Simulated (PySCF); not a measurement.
## Working out the ionisation energy of Cr⁺

Cr⁺ [Ar] 3d5 (6S) → Cr²⁺ [Ar] 3d4 (5D). All numbers are calculated (PySCF 2.14, the non-relativistic Hamiltonian (point nucleus), in aug-cc-pVDZ (7s6p4d2f, 59 functions)). Frozen: [Ar]. Energies in hartree (1 hartree = 27.21139 eV):

```
             part   Cr⁺ (lower)  Cr²⁺ (upper)
              UHF  -1043.137869  -1042.579788
MP2 opposite-spin      0.000000      0.000000
    MP2 same-spin     -0.065700     -0.031720
```

Question: What does Hartree-Fock give?

Answer: (-1042.579788) − (-1043.137869) = 0.558081 hartree = 15.186 eV.

Question: What do MP2 and SCS-MP2 (6/5 opposite-spin, 1/3 same-spin) give?

Answer: The opposite-spin parts differ by 0.000 eV and the same-spin parts by 0.925 eV. MP2: 15.186 + (0.000) + (0.925) = 16.111 eV. SCS-MP2: 15.186 + 1.2 × (0.000) + (0.925)/3 = 15.494 eV.

Reference: 16.486 eV (measured; NIST Atomic Spectra Database, ionization energies), between the lowest levels; spin-orbit coupling is absent from the calculation.

The calculation is non-relativistic.

A double-zeta basis recovers only part of the correlation energy.

What remains against the reference includes basis incompleteness, the frozen core and correlation beyond second order.
